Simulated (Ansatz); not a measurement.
One change: `C[CH2][In]([NH2])[Cl]` becomes `C[CH2][In]([Cl])[Cl]`.

Ansatz, PBE0-D4/def2-TZVP geometries, multiplicity 1. Each molecule was computed in one conformer, which needn't be the lowest.

Elements past krypton have def2 core potentials.

| property | `C[CH2][In]([NH2])[Cl]` |
| --- | --- |
| LUMO energy (PBE0/def2-TZVPP) / eV | -0.92 |
| HOMO–LUMO gap (ωB97M-V/def2-TZVPP) / eV | 10.19 |
| HOMO energy (ωB97M-V/def2-TZVPP) / eV | -9.61 |
| HOMO energy (B3LYP/def2-TZVPP) / eV | -7.03 |
| HOMO–LUMO gap (PBE/def2-TZVPP) / eV | 4.21 |
| size of the dipole moment (ωB97M-V/def2-TZVPP) / D | 3.72 |

Question: What does the change do to each property? (Estimate.)

Answer: The calculation gave: 
```tsv
property	`C[CH2][In]([Cl])[Cl]`	shift
LUMO energy (PBE0/def2-TZVPP) / eV	-1.59	-0.67
HOMO–LUMO gap (ωB97M-V/def2-TZVPP) / eV	10.33	0.14
HOMO energy (ωB97M-V/def2-TZVPP) / eV	-10.27	-0.66
HOMO energy (B3LYP/def2-TZVPP) / eV	-7.94	-0.91
HOMO–LUMO gap (PBE/def2-TZVPP) / eV	4.51	0.30
size of the dipole moment (ωB97M-V/def2-TZVPP) / D	3.98	0.26
```

With PBE0 the HOMO falls by 0.89 eV and the LUMO falls by 0.67 eV, so the gap widens by about 0.22 eV. PBE moves the HOMO by -1.04 eV and ωB97M-V by -0.66 eV. Dipoles are sizes alone; their direction can turn.

B3LYP here is the variant with VWN-RPA as its local correlation; programs differ in this.
